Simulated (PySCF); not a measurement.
B(F)2(Et) (C₂H₅BF₂), SMILES CCB(F)F.

Geometry: PBE-D3(BJ)/def2-SVP. The values are those of a single conformer.

These are PBE-D3(BJ)/def2-SVP run with PySCF 2.14.0 values and carry that method's errors.

Harmonic, unscaled wavenumbers; measured fundamentals usually lie a few per cent lower.

```csv
mode,ν (cm⁻¹),IR (km/mol),moving atoms (share of kinetic energy)
1,37,0.7,"H 45 %, F 28 %, C 27 %"
2,183,0.6,"F 44 %, C 32 %, H 19 %"
3,202,0.6,"H 84 %, C 10 %"
4,401,6.5,"F 53 %, C 30 %, H 11 %"
5,441,1.9,"H 52 %, B 37 %"
6,498,7.5,"F 56 %, C 25 %, H 10 %, B 9 %"
7,736,1.5,"F 52 %, C 30 %, H 15 %"
8,742,36.0,"H 54 %, B 30 %, C 13 %"
9,952,8.6,"H 77 %, C 20 %"
10,971,7.1,"H 67 %, C 18 %, B 14 %"
11,1048,0.4,"C 66 %, H 31 %"
12,1185,76.7,"H 46 %, B 25 %, C 17 %, F 12 %"
13,1207,2.1,"H 80 %, C 18 %"
14,1337,139.9,"H 54 %, B 24 %, C 16 %"
15,1359,86.2,"H 61 %, B 18 %, C 17 %"
16,1371,22.8,"H 66 %, C 16 %, B 16 %"
17,1389,232.1,"B 62 %, F 17 %, H 12 %, C 9 %"
18,1429,6.0,H 97 %
19,1430,41.7,H 90 %
20,2961,15.4,H 94 %
21,2977,24.6,H 97 %
22,2996,3.7,"H 91 %, C 9 %"
23,3063,18.5,"H 91 %, C 9 %"
24,3064,17.3,"H 91 %, C 9 %"
```
